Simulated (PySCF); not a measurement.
BClGeH3N (calculated)

Computed with PySCF 2.14.0. Calculation on a computer-drawn molecule: the log of a Hartree-Fock and frozen-core CCSD(T) single point meant for a local Hartree-Fock minimum, with one planted fault or none, to be diagnosed. Offsets are logged minus clean, where the clean run is the same molecule without the fault. The reference is restricted for singlets and unrestricted otherwise, and also for a bond in bohr or an excited solution. Adding or removing an electron swaps singlet and doublet. The excited solution moves the top pair (singlet) or top alpha electron (doublet) to the lowest empty orbital. Highest occupied and lowest empty are orbital energies over both spins, largest force is the largest gradient component, triples share is (T) over the correlation energy, the T1 limit is 0.02 restricted and 0.045 unrestricted, electrons count all cores, a negative frequency is imaginary (commonest isotopes), and the dipole is about the centre of nuclear charge; on germanium a core potential holds 10 electrons, which the energies leave out, and 3d is frozen in MP2 and coupled-cluster steps.

Common to all runs: meant charge 0; meant multiplicity 1; meant basis cc-pV(D+d)Z; meant basis and core potential on germanium cc-pVDZ-PP ECP10MDF; logged basis functions 89; logged SCF converged yes; possible faults no fault, one electron removed, one electron added, multiplicity raised by two, geometry at a saddle point, SCF held on an excited solution, minimal basis STO-3G, one bond length entered in bohr, all coordinates scaled.

```yaml
- entry: 1
  formula: BClGeH3N
  logged_structure:
    atoms_angstrom:
      - [B, 1.4641, -0.2886, 1.0205]
      - [Ge, -0.3346, -1.3083, 0.8842]
      - ["N", -0.7256, -2.4439, -0.2812]
      - [Cl, -1.7174, -0.7369, 2.465]
      - [H, 2.2891, -0.5226, 0.1943]
      - [H, 1.6375, 0.494, 1.9009]
      - [H, -1.647, -2.8505, -0.2052]
  given:
    logged_electrons: 63
    logged_spin_squared: 0.757
    "logged_highest_occupied [eV]": -17.455
    "logged_lowest_empty [eV]": -7.2995
    "logged_largest_force [hartree/bohr]": 0.094176
    logged_T1_diagnostic: 0.022597
    logged_D1_diagnostic: 0.11384
    logged_triples_share: 0.028744
    logged_CC_converged: "yes"
    "logged_dipole_magnitude [debye]": 2.7404
    logged_SCF_stable_within_its_kind: "yes"
    "logged_energy_HF [hartree]": -833.43794
    "logged_energy_CCSD(T) [hartree]": -833.91639
    drawn_bonds_atom: [1, 2, 2, 1, 1, 3]
    drawn_bonds_other_atom: [2, 3, 4, 5, 6, 7]
    drawn_bonds_order: [1, 2, 1, 1, 1, 1]
  results:
    planted_fault: "one electron removed"
    "HF_energy_offset_from_clean_run [kcal/mol]": 180.5
    "CCSD(T)_energy_offset_from_clean_run [kcal/mol]": 217.8
- entry: 2
  formula: BClGeH3N
  logged_structure:
    atoms_angstrom:
      - [B, 1.4641, -0.2886, 1.0205]
      - [Ge, -0.3346, -1.3083, 0.8842]
      - ["N", -0.7256, -2.4439, -0.2812]
      - [Cl, -1.7174, -0.7369, 2.465]
      - [H, 2.2891, -0.5226, 0.1943]
      - [H, 1.6375, 0.494, 1.9009]
      - [H, -1.647, -2.8505, -0.2052]
  given:
    logged_electrons: 64
    logged_spin_squared: 0.0
    "logged_highest_occupied [eV]": -5.2953
    "logged_lowest_empty [eV]": -5.2116
    "logged_largest_force [hartree/bohr]": 0.22369
    logged_CC_converged: "no"
    "logged_dipole_magnitude [debye]": 7.3548
    logged_SCF_stable_within_its_kind: "no"
    "logged_energy_HF [hartree]": -833.35627
    drawn_bonds_atom: [1, 2, 2, 1, 1, 3]
    drawn_bonds_other_atom: [2, 3, 4, 5, 6, 7]
    drawn_bonds_order: [1, 2, 1, 1, 1, 1]
  results:
    planted_fault: "SCF held on an excited solution"
    "HF_energy_offset_from_clean_run [kcal/mol]": 231.8
  notes: ["CCSD not converged"]
```
